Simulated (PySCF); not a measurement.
## Static response to an electric field

Compound: C9H8O2Si.
Cartesian coordinates in Å at the PBE0-D3(BJ)/def2-SVP level; atoms count from 1:
```
atom  x, y, z in Å
O1     3.5119    0.3427   -0.8112
C2     2.4926   -0.2782   -0.6360
O3     2.4548   -1.6079   -0.8033
C4     1.2046    0.3519   -0.2256
C5     1.2832    1.7398   -0.0167
C6     0.1768    2.4812    0.3664
C7    -1.0524    1.8399    0.5494
C8    -1.1602    0.4703    0.3486
C9    -0.0327   -0.2996   -0.0418
C10   -0.3249   -1.7421   -0.2125
C11   -1.5889   -2.1604    0.0153
Si12  -2.6298   -0.6913    0.5022
H13    3.3530   -1.8633   -1.0644
H14    2.2544    2.2142   -0.1683
H15    0.2675    3.5582    0.5232
H16   -1.9265    2.4240    0.8510
H17    0.4774   -2.4155   -0.5130
H18   -1.8634   -3.2114   -0.0961
H19   -3.7446   -0.3752   -0.4426
H20   -3.1956   -0.7576    1.8844
```

Level: B3LYP/def2-SVPD (PySCF), static field, nuclei fixed, core orbitals frozen in the response. The polarisability tensor in these axes (au):

```
x   179.92  15.13 -21.17
y    15.13 156.31   8.80
z   -21.17   8.80  86.42
```

Q: What are the eigenvalues, a third of the trace, and Δα (Δα² = ½Σ(αi − αj)² over the three pairs)?

A: Principal values 79.99, 152.96 and 189.70 au; mean 140.88 au = 20.88 Å³ = 23.23 × 10⁻⁴⁰ C²·m²/J; Δα = 96.72 au (69 % of the mean).

Q: What is the dipole moment, and where does it point?

A: (-1.42, -0.74, 0.26) D, 1.62 D in size, pointing from the negative to the positive side. Measured along this direction, the outermost atoms are O1 at the negative end and H20 and H19 at the positive end.

Q: Along which axes do the principal values lie, and how far do the nuclei extend along each?

A: Largest value along (0.91, 0.37, -0.16), where the nuclei span 6.96 Å; middle along (-0.33, 0.91, 0.23), 6.35 Å; least along (0.23, -0.16, 0.96), 2.42 Å. The response follows the extents in order.

Q: Find the Langevin capture rate constant for H3+ (3.023 u) meeting this molecule (176.029 u), k = 2.342 × 10⁻⁹ cm³/s × √(α in Å³ / reduced mass in u).

A: The reduced mass is 2.97 u, so k = 6.21 × 10⁻⁹ cm³/s. The formula leaves out the permanent dipole, which adds to the capture rate.

Q: Rayleigh depolarisation ratio (linearly polarised light, static tensor)?

A: ρ = 3Δα²/(45ᾱ² + 4Δα²) = 28064.5/(893164 + 37419.3) = 0.0302.

Geometry: PBE0-D3(BJ)/def2-SVP, one conformer, isolated molecule.
